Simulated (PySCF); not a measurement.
Level of theory: PBE-D3(BJ)/def2-TZVP // CAM-B3LYP-D3(BJ)/def2-TZVP (PySCF). Gas-phase values, no solvent. One relaxed conformer stands for a flexible species; it need not be the lowest. Excitations are Tamm–Dancoff values on a coarser integration grid. The basis has no diffuse functions, so Rydberg states are missing or too high.

Reference species (SMILES): `C=C(Cl)/C=C/[SiH3]` (Cl–C–C–C torsion 0°) (neutral, multiplicity 1).

brightest of the four lowest singlets (TDA): 5.63 eV
LUMO: -2.43 eV
HOMO: -6.19 eV

After one change: the brightest of the four lowest singlets (TDA) drops by 0.07 eV; the LUMO drops by 0.07 eV; the HOMO goes up by 0.04 eV.

Question: Name the change that produced these shifts. The new species is one of these.
(A) `C=C/C=C(/[SiH3])Cl` (C–C–C–C torsion 180°)
(B) `[SiH3]/C=C/C=C/Cl` (C–C–C–C torsion 180°)
(C) `C=C(Cl)/C=C\[SiH3]` (Cl–C–C–C torsion 0°)
(D) `C=C/C([SiH3])=C/Cl` (C–C–C–Si torsion 0°)

Answer: C, `C=C(Cl)/C=C\[SiH3]` (Cl–C–C–C torsion 0°)
